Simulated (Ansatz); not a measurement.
The first iterations of a band of Cl2F2HOTa + H2 (9 atoms, charge 0, multiplicity 1).

Theory: Ansatz 0.2.0, RHF/def2-SVP.

| Property | Result |
| --- | --- |
| movable images | 7 |
| climbing image | yes |
| spring | 5.0 eV/Å² |
| optimiser | quadratic models (default) |
| start path | through a guess of the saddle point |
| force threshold | 0.03 eV/Å |
| iteration limit | 60 |
| end points | relaxed |

First end point:

```xyz
9
Properties=species:S:1:pos:R:3
Ta -0.316 0.292 -0.023
F 1.529 0.219 -0.254
O -0.092 -0.099 1.776
H 0.057 -0.251 2.694
Cl -0.445 1.024 -2.272
F -1.285 1.811 0.435
Cl -1.533 -1.624 -0.451
H 1.897 -3.174 -0.868
H 2.353 -2.583 -0.828
```

Last end point:

```xyz
9
Properties=species:S:1:pos:R:3
Ta -0.360 -0.536 -0.170
F 2.178 -0.250 -0.243
O -0.049 -0.838 1.639
H 0.275 -1.244 2.425
Cl -0.223 -0.494 -2.536
F 0.239 1.270 -0.106
Cl -2.637 -0.909 -0.099
H 0.459 -2.039 -0.404
H 2.283 0.653 -0.298
```

| iteration | highest image above the first end (eV) | largest band force component (eV/Å) |
| --- | --- | --- |
| 1 | 36.647 | 243.033 |
| 2 | 10.421 | 60.816 |
| 3 | 5.873 | 40.200 |
| 4 | 3.145 | 21.370 |
| 5 | 1.896 | 8.667 |
| 6 | 2.524 | 6.155 |
| 7 | 1.581 | 3.937 |
| 8 | 1.509 | 2.275 |
| 9 | 1.347 | 1.534 |
| 10 | 1.351 | 0.644 |
| 11 | 1.404 | 0.528 |
| 12 | 1.453 | 0.858 |

Problem. Does the band converge within its limit, and where does its top end?

Solution. The run converged. It ended after 38 iterations with the highest image 1.953 eV above the first end. The profile has 2 maxima (images 2, 5) with wells between them (image 3): this band takes more than one step, which may be the mechanism or a detour left from its start path. Neighbouring images differ by up to 1.7 eV, so the band resolves the path poorly. A vibrational analysis at the climbing image gives one clearly imaginary mode, 1550i cm⁻¹: a first-order saddle point. The orbitals stay closed-shell, which can raise the energy where a bond breaks towards radicals; this wasn't checked here.

Run time: 8.4 min on 2 threads of Arm Neoverse V2 (shared host), peak memory 0.33 GiB.
